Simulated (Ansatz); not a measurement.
Potential energy curve for H2F2Si, SMILES F[SiH2]F. The Si1–F5 bond (Si1 also carries F, H, H; F5 carries nothing else) is stretched with both fragments frozen at the PBE0/def2-TZVP optimised geometry.

Methods: RKS-PBE = restricted PBE/cc-pVTZ (Ansatz, a first-principles code); UKS-PBE = unrestricted PBE/cc-pVTZ (Ansatz); RKS-B3LYP = restricted B3LYP/cc-pVTZ in Ansatz; UCCSD(T) = CCSD(T) on UHF/cc-pVTZ, frozen core in Ansatz.

Energies relative to the lowest point of each curve near equilibrium, in mEh; the last columns give the difference from UCCSD(T):

```csv
R / Å,RKS-PBE,UKS-PBE,RKS-B3LYP,UCCSD(T),RKS-PBE − UCCSD(T),UKS-PBE − UCCSD(T),RKS-B3LYP − UCCSD(T)
1.19,266.3,266.3,259.0,258.6,7.7,7.7,0.3
1.26,156.0,156.0,150.0,148.9,7.1,7.1,1.0
1.35,70.1,70.1,65.8,64.5,5.6,5.6,1.3
1.41,36.5,36.5,33.3,32.1,4.4,4.4,1.2
1.47,15.8,15.8,13.7,12.8,3.0,3.0,0.9
1.53,4.5,4.5,3.5,3.0,1.5,1.5,0.5
1.59,0.0,0.0,0.0,0.0,0.0,0.0,0.0
1.65,0.3,0.3,1.3,1.9,-1.6,-1.6,-0.6
1.70,3.3,3.3,5.1,6.2,-2.9,-2.9,-1.1
1.75,8.1,8.1,10.6,12.3,-4.2,-4.2,-1.6
1.82,16.9,16.9,20.5,22.9,-6.0,-6.0,-2.4
1.99,43.9,43.9,49.7,54.2,-10.3,-10.3,-4.5
2.14,69.6,69.6,77.1,83.5,-13.9,-13.9,-6.4
2.37,106.9,106.9,116.8,125.9,-19.0,-19.0,-9.1
2.66,146.6,146.6,159.0,174.7,-28.1,-28.1,-15.8
2.88,170.7,170.7,184.9,203.3,-32.6,-32.6,-18.4
3.14,193.2,191.5,209.5,228.1,-34.9,-36.6,-18.6
3.55,218.2,210.3,237.8,245.0,-26.8,-34.7,-7.2
3.93,233.2,219.8,255.5,248.8,-15.6,-29.0,6.7
4.26,241.9,224.9,266.3,249.8,-7.9,-24.9,16.5
4.74,250.0,229.2,276.8,250.3,-0.3,-21.1,26.5
5.63,257.2,232.8,287.0,250.5,6.7,-17.6,36.5
```

RKS-PBE is furthest from UCCSD(T) at 3.14 (-34.9 mEh, below); its mean absolute difference over the points is 10.9 mEh.

UKS-PBE is furthest from UCCSD(T) at 3.14 (-36.6 mEh, below); its mean absolute difference over the points is 14.2 mEh.

RKS-B3LYP is furthest from UCCSD(T) at 5.63 (36.5 mEh, above); its mean absolute difference over the points is 8.1 mEh.

The restricted form behind RKS-PBE, RKS-B3LYP keeps the bonding electrons paired and can't separate into open-shell fragments. The unrestricted determinant behind UKS-PBE is spin-contaminated at 3.14 to 5.63 Å (<S²> up to 0.7, against 0.00 for a pure singlet). The unrestricted determinant behind UCCSD(T) is spin-contaminated at 2.66 to 5.63 Å (<S²> up to 1.0, against 0.00 for a pure singlet).
